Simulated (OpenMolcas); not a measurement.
**Ni2+: moving or changing the point charges**

Ni2+ among 6 point charges of -2 e arranged as a trigonal antiprism (D3d), 2.12 Å from the ion, with a polar angle of 64.0° against the regular 54.74°.
```
   0.0000    1.9061    0.9280  -2.00
  -1.6507   -0.9531    0.9280  -2.00
   1.6507   -0.9531    0.9280  -2.00
   0.0000   -1.9061   -0.9280  -2.00
   1.6507    0.9531   -0.9280  -2.00
  -1.6507    0.9531   -0.9280  -2.00
```

```yaml
Program: OpenMolcas
Method: "SS-CASPT2, IPEA 0.25 Eh, imaginary shift 0.1 Eh (closed shells correlated: 3s 3p)"
Basis: ANO-RCC-VDZP [5s4p2d1f]
Scalar_Hamiltonian: DKH2, point nucleus
Active_space: 8 electrons in 5 orbitals (3d)
State_averaging: 2S+1 = 3 even, 10 roots; 2S+1 = 1 even, 15 roots
Spin-orbit_coupling: state interaction with AMFI integrals over the reference wave functions
```

Runs around this geometry, states (labels of D3, the rotations of D3d). Energies in cm-1 above the lowest state or level, χT in cm3 K/mol.

```json
{"R (Å)": "2.12", "q (e)": "-1.3", "Polar angle / regular": "1.17", "Ground state": "3A2", "First state of that spin": "3A1 860", "First gap with spin-orbit (degeneracies)": "340 (2, 1)", "χT at 300 K": "2.765", "First state of another spin": "1A1 14120"}
{"R (Å)": "2.12", "q (e)": "-2", "Polar angle / regular": "1.17", "Ground state": "3A2", "First state of that spin": "3A1 2010", "First gap with spin-orbit (degeneracies)": "200 (2, 1)", "χT at 300 K": "2.138", "First state of another spin": "1E 14980"}
{"R (Å)": "2.37", "q (e)": "-2", "Polar angle / regular": "1.17", "Ground state": "3A2", "First state of that spin": "3A1 710", "First gap with spin-orbit (degeneracies)": "410 (2, 1)", "χT at 300 K": "2.861", "First state of another spin": "1A1 13900"}
{"R (Å)": "2.12", "q (e)": "-2", "Polar angle / regular": "1.26", "Ground state": "3A2", "First state of that spin": "3A1 1820", "First gap with spin-orbit (degeneracies)": "250 (2, 1)", "χT at 300 K": "2.193", "First state of another spin": "1A1 13640"}
```

Taking the first state of the same spin as R^-n, n = -ln(710 / 2010) / ln(2.37 / 2.12) = 9.3 between the shortest and longest distance.

Scaling the charges by -1.3 / -2 = 0.65 scales the first state of the same spin by 860 / 2010 = 0.43; with fixed orbitals a first-order splitting would follow the charge.

Roots that are degenerate in the reference are averaged as groups; the widest CASPT2 spread within a group is 45 cm-1 (the 2-fold group of multiplicity 1 near 30600 cm-1 above the lowest state of its run, R = 2.37, q = -2, ratio = 1.17). Shifts and gaps below about the spread of the groups concerned are not significant. Free-ion shares, where given, are those of the reference states; single-state CASPT2 does not remix them. Spin-orbit coupling mixes the spin-free states strongly: the lowest level takes only 69 % from its leading state, 3A2 (holds for R = 2.37, q = -2, ratio = 1.17). Point charges carry no covalency, so the field is a model and not that of real ligands. No measured value stands beside these numbers.
